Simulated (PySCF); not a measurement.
C₅H₉B, SMILES CB1C=CCC1.

Coordinates come from a PBE-D3(BJ)/def2-SVP optimisation. Other conformers were not sampled.

These are PBE-D3(BJ)/def2-SVP (PySCF) values and carry that method's errors.

Harmonic, unscaled wavenumbers; measured fundamentals usually lie a few per cent lower.

Computed vibrational spectrum:
| mode | ν (cm⁻¹) | IR (km/mol) | moving atoms (share of kinetic energy) |
|---|---|---|---|
| 1 | 61 | 1.1 | H 92 % |
| 2 | 88 | 0.1 | H 60 %, C 39 % |
| 3 | 222 | 1.3 | H 46 %, C 35 %, B 19 % |
| 4 | 264 | 0.2 | C 49 %, H 39 %, B 12 % |
| 5 | 392 | 3.1 | H 54 %, C 30 %, B 16 % |
| 6 | 510 | 0.3 | C 71 %, H 21 % |
| 7 | 577 | 2.9 | H 72 %, C 22 % |
| 8 | 707 | 19.9 | H 81 %, C 19 % |
| 9 | 726 | 1.2 | C 84 %, H 10 % |
| 10 | 743 | 2.5 | C 67 %, H 29 % |
| 11 | 803 | 1.8 | H 61 %, C 37 % |
| 12 | 806 | 4.3 | H 64 %, C 19 %, B 17 % |
| 13 | 898 | 10.8 | C 62 %, H 37 % |
| 14 | 911 | 25.7 | H 46 %, C 33 %, B 21 % |
| 15 | 978 | 2.2 | H 51 %, C 47 % |
| 16 | 991 | 0.0 | H 79 %, C 21 % |
| 17 | 1035 | 8.7 | H 79 %, B 13 % |
| 18 | 1075 | 0.6 | H 76 %, C 20 % |
| 19 | 1083 | 6.1 | H 67 %, B 18 %, C 14 % |
| 20 | 1142 | 52.1 | H 39 %, B 38 %, C 22 % |
| 21 | 1159 | 2.4 | H 88 %, C 12 % |
| 22 | 1198 | 26.0 | H 43 %, C 36 %, B 21 % |
| 23 | 1267 | 14.6 | H 54 %, C 38 % |
| 24 | 1276 | 51.7 | H 49 %, C 42 %, B 10 % |
| 25 | 1336 | 6.6 | H 90 % |
| 26 | 1349 | 126.4 | H 44 %, C 39 %, B 18 % |
| 27 | 1370 | 10.4 | H 94 % |
| 28 | 1379 | 12.5 | H 88 %, C 11 % |
| 29 | 1395 | 5.7 | H 91 % |
| 30 | 1568 | 77.4 | C 91 %, H 8 % |
| 31 | 2950 | 12.5 | H 95 % |
| 32 | 2950 | 11.1 | H 96 % |
| 33 | 2974 | 8.7 | H 94 % |
| 34 | 2982 | 7.5 | H 91 %, C 9 % |
| 35 | 3014 | 7.1 | H 91 %, C 9 % |
| 36 | 3027 | 15.0 | H 92 %, C 8 % |
| 37 | 3064 | 23.1 | H 92 %, C 8 % |
| 38 | 3067 | 16.5 | H 91 %, C 9 % |
| 39 | 3110 | 18.3 | H 91 %, C 9 % |
